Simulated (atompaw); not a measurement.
Logarithmic derivatives: Cd (Z = 48), PAW (atompaw)

```
Element                 : cadmium
Generator               : atompaw 4.2.0.5
Type                    : PAW
Functional              : PBE
Relativity              : scalar-relativistic
Frozen core             : [Kr]
Valence charge          : 12
Reference configuration : 4d10 5s2 5p0
Partial waves           : 5s (bound): rc 2.15 bohr; 5s channel at 0.05 Ry: rc 2.90 bohr; 5p (bound, empty): rc 2.90 bohr; 5p channel at 0.55 Ry: rc 2.90 bohr; 4d (bound): rc 2.90 bohr; 4d channel at 0.55 Ry: rc 2.90 bohr
Local potential         : bessel scheme, radius 2.80 bohr
Core correction         : smooth core density matched at 2.30 bohr
Augmentation charge     : gaussian compensation charge, radius 2.20 bohr; PAW radius 2.90 bohr; waves and projectors: custom rrkj vanderbiltortho
```

The phase is arctan(r·u′/u) with u = r·R(r), unwrapped; energies in Ry, scanned from -3 to 5 Ry. A pole is an energy at which the radial function vanishes at the test radius. The pseudo phase is shifted by a multiple of π to meet the all-electron one at the reference energy, and phase errors are pseudo minus all-electron; the curves can meet again beyond the range given. Levels narrower than the energy grid can be missing from the lists of poles.

**Question.** For each channel, where are the poles, and over which energies does the pseudopotential scatter like the atom?

**Answer.**

| channel | radius (bohr) | reference energy (Ry) | poles, all-electron | poles, pseudo | unbroken range about the reference energy with phases within 0.05 rad | phase error 1 Ry above the reference energy (rad) |
| --- | --- | --- | --- | --- | --- | --- |
| s | 2.91 | -0.42 | 0.74 | 0.74 | below 2.8 | +0.000 |
| p | 2.91 | -0.09 | 1.77 | 1.77 | below 3.6 | -0.000 |
| d | 2.91 | -0.86 | -0.78, 3.71 | -0.78 | below 1.2 | +0.001 |

Phases in the d channel:

```json
{"E (Ry)": "-3.00", "all-electron": "1.375", "pseudo": "1.381"}
{"E (Ry)": "-2.52", "all-electron": "1.357", "pseudo": "1.362"}
{"E (Ry)": "-2.04", "all-electron": "1.330", "pseudo": "1.336"}
{"E (Ry)": "-1.56", "all-electron": "1.284", "pseudo": "1.290"}
{"E (Ry)": "-1.08", "all-electron": "1.080", "pseudo": "1.088"}
{"E (Ry)": "-0.60", "all-electron": "-1.742", "pseudo": "-1.739"}
{"E (Ry)": "-0.12", "all-electron": "-1.877", "pseudo": "-1.875"}
{"E (Ry)": "0.36", "all-electron": "-2.008", "pseudo": "-2.008"}
{"E (Ry)": "0.84", "all-electron": "-2.280", "pseudo": "-2.277"}
{"E (Ry)": "1.32", "all-electron": "-3.104", "pseudo": "-3.034"}
{"E (Ry)": "1.80", "all-electron": "-4.102", "pseudo": "-4.000"}
{"E (Ry)": "2.28", "all-electron": "-4.442", "pseudo": "-4.364"}
{"E (Ry)": "2.76", "all-electron": "-4.581", "pseudo": "-4.511"}
{"E (Ry)": "3.24", "all-electron": "-4.659", "pseudo": "-4.588"}
{"E (Ry)": "3.72", "all-electron": "-4.714", "pseudo": "-4.637"}
{"E (Ry)": "4.20", "all-electron": "-4.759", "pseudo": "-4.671"}
{"E (Ry)": "4.68", "all-electron": "-4.804", "pseudo": "-4.697"}
```
